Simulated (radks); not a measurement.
Results of a calculation; reference values are marked as such.
Ionisation of the terbium ion Tb20+, [Kr] 4d9, to Tb21+, [Kr] 4d8, under several functionals. Scalar-relativistic Kohn-Sham, spin-polarised, spherical densities, finite nucleus; open shells are filled with parallel spins first (spin-orbit coupling, left out, can overturn this in heavy ions); a radial shooting solver on a logarithmic mesh with Libxc functionals.

| functional | E(Tb20+) (hartree) | Exc (hartree) | IE (eV) | -e(HOMO) (eV) | <r> HOMO (bohr) | IE error (eV) |
|---|---|---|---|---|---|---|
| BP86 | -11560.3689 | -237.2799 | 655.65 | 636.65 | 0.5598 | +4.7 |
| exchange-only PBE | -11556.1096 | -232.9899 | 653.49 | 634.53 | 0.5604 | +2.5 |
| MS2 meta-GGA | -11558.6861 | -235.2531 | 655.70 | 636.90 | 0.5602 | +4.7 |
| SCAN | -11560.7855 | -236.9985 | 656.30 | 637.61 | 0.5601 | +5.3 |
| revPBE | -11559.1785 | -236.0879 | 655.50 | 636.52 | 0.5599 | +4.5 |
| AM05 | -11551.3303 | -228.2191 | 655.44 | 636.41 | 0.5597 | +4.4 |
| HCTH/407 | -11564.8938 | -242.0105 | 658.67 | 639.69 | 0.5582 | +7.7 |
| BLYP | -11559.6900 | -236.5826 | 655.13 | 636.15 | 0.5601 | +4.1 |
| LDA (Slater exchange, Perdew-Wang correlation) | -11550.7682 | -227.6429 | 655.57 | 636.54 | 0.5599 | +4.6 |

NIST Atomic Spectra Database: 651 eV (theoretical). Closest: exchange-only PBE. The Delta-SCF values span 5.18 eV, the total energies 14.13 hartree. The highest occupied level is 4d. Open shells are spherical and high-spin; term and fine-structure splittings are not resolved. Spin-orbit splitting is averaged out at the scalar-relativistic level.
